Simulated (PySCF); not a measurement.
Telling isomers of C$_{7}$H$_{11}$ClSi$_{2}$ apart by NMR

Theoretical values (PySCF): shieldings: GIAO PBE0/pcSseg-1, GFN2-xTB geometry. No solvent, one conformer, one averaged value for each set of equivalent atoms, relativity neglected.

Shifts are taken against calculated references (same method and geometry level): TMS for 1H (σ = 31.72 ppm), 13C (σ = 186.93 ppm). Where no couplings were computed, multiplicities follow the n + 1 count of equivalent neighbours, and m marks all less simple cases (inequivalent or close neighbours, rings, F or P nearby). Shifts are as computed. Against solution values, carbons near 30 ppm lie about +3 ppm off and those near 130 ppm about +5 ppm. Of 1309 compounds with measured shifts, 239 miss one by over three times the rms of a fit or turn the order of signals round; such compounds aren't used in these exercises.

(1) Tabulate the signals of `C=C(C)C#C[C@@H]1[SiH2][C@H]1[SiH2]Cl`, `Cl[SiH2][C@@H]1[SiH2][C@H]1C#CC1CC1` and their relative energies.

(2) What is the quickest way to tell C=C(C)C#C[C@@H]1[SiH2][C@H]1[SiH2]Cl from Cl[SiH2][C@@H]1[SiH2][C@H]1C#CC1CC1?

## Answers

(1) 
```tsv
SMILES	carbon types	δC	δH	E rel. (kcal/mol)
C=C(C)C#C[C@@H]1[SiH2][C@H]1[SiH2]Cl	3×C 2×CH 1×CH2 1×CH3	135.0, 125.8, 102.8, 85.9, 27.1, 9.1, 1.5	5.54 (m, 1H), 5.39 (m, 1H), 5.37 (m, 1H), 4.66 (m, 1H), 3.11 (m, 1H), 3.01 (m, 1H), 1.96 (s, 3H), 1.48 (m, 1H), 0.66 (m, 1H)	0.0
Cl[SiH2][C@@H]1[SiH2][C@H]1C#CC1CC1	2×C 3×CH 2×CH2	87.8, 83.4, 10.8, 10.7, 8.8, 2.7, 1.4	5.58 (m, 1H), 4.61 (m, 1H), 2.91 (m, 1H), 2.90 (m, 1H), 1.39 (m, 1H), 1.34 (m, 1H), 0.67 (m, 1H), 0.63 (m, 1H), 0.45 (m, 1H), 0.44 (m, 1H), 0.44 (m, 1H)	6.7
```

Energies are electronic energies at PBE0/pcSseg-1 on these geometries, without zero-point or thermal terms, each for the one conformer computed, which needn't be the lowest.

(2) Both give the same number of carbon signals, but DEPT or the intensities differ. The first has a terminal =CH2 carbon at 125.8 ppm, the second a three-membered-ring carbon (CH2) at 10.8 ppm. Their most deshielded carbons lie at 135.0 and 87.8 ppm.
